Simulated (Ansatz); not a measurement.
`[NH2][Ge][Br]` and `[CH3][Ge][Br]` differ in one atom or group.

Ansatz, PBE0-D4/def2-TZVP geometries, multiplicity 1. Each molecule was computed in one conformer, which needn't be the lowest.

Scalar relativity is left out up to krypton.

```
                                          property  `[NH2][Ge][Br]`
size of the dipole moment (ωB97M-V/def2-TZVPP) / D             3.06
    size of the dipole moment (PBE/def2-TZVPP) / D             2.94
               LUMO energy (B3LYP/def2-TZVPP) / eV            -2.12
             HOMO energy (ωB97M-V/def2-TZVPP) / eV            -9.48
  size of the dipole moment (B3LYP/def2-TZVPP) / D             3.01
                 LUMO energy (PBE/def2-TZVPP) / eV            -2.64
```

Task: Give the same properties after the change, and the shifts. (An estimate is asked.)

Result: Computed: 
```
                                          property  `[CH3][Ge][Br]`  shift
size of the dipole moment (ωB97M-V/def2-TZVPP) / D             2.40  -0.66
    size of the dipole moment (PBE/def2-TZVPP) / D             2.11  -0.83
               LUMO energy (B3LYP/def2-TZVPP) / eV            -2.96  -0.84
             HOMO energy (ωB97M-V/def2-TZVPP) / eV            -8.91   0.57
  size of the dipole moment (B3LYP/def2-TZVPP) / D             2.27  -0.74
                 LUMO energy (PBE/def2-TZVPP) / eV            -3.50  -0.86
```

With PBE0 the HOMO rises by 0.57 eV and the LUMO falls by 0.83 eV, so the gap narrows by about 1.40 eV. PBE moves the HOMO by 0.54 eV and ωB97M-V by 0.57 eV. The zero-point energy changes by 24.8 kJ/mol with +3 modes. Dipoles are sizes alone; their direction can turn.

B3LYP here is the variant with VWN-RPA as its local correlation; programs differ in this.

Spin–orbit coupling is left out; it splits and shifts lone-pair levels of the heavy atoms by tenths of an eV.
